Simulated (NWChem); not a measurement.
Extrapolating the UMP2 correlation energy of CNO

```xyz
3

O      0.0000     0.0000     1.1395
C      0.0000     0.0000    -0.0409
N      0.0000     0.0000    -1.2673
```
Charge 0, spin multiplicity 2.

All runs are NWChem calculations. Structure: optimised with UB3LYP/def2-SVP, a minimum by its harmonic frequencies.

The correlated methods keep 3 core orbitals frozen. The structure started from a generated list of species. The unpaired electrons of the parent sit in orbitals of symmetry b1 (C2v labels of the run); other states weren't searched. The stability of the SCF solutions was not checked. Open-shell Hartree-Fock references start from PBE0 orbitals; any time given for them includes that run.

Worked example. The UMP2 correlation energy is -520.80 mHa in cc-pVTZ and -559.34 mHa in cc-pVQZ. The form E(X) = E∞ + A/X³ turns the pair into an estimate of the basis-set limit.

E∞ = (4³·(-559.34) − 3³·(-520.80))/(4³ − 3³) = -587.5 mHa. The larger basis holds 95 % of that, at about 7 times the processor time of the smaller one. This is a two-point estimate.
